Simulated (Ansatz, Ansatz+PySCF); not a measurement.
A single Cu atom.

Basis set: def2-SVP (spherical functions). Charge 1, multiplicity 1.

Computed with Ansatz (development build ahead of 0.2.0); each method stands on the lowest determinant of its kind that the runs found.

Problem. Give the vertical ionization energy (product with multiplicity 2 at the same shape, open shells in the same class of orbitals) of singlet Cu(+) by PBE0 (unrestricted), UHF.

Solution.

| method | ionization energy |
| --- | --- |
| PBE0 (unrestricted) | 20.28 eV |
| UHF | 17.45 eV |
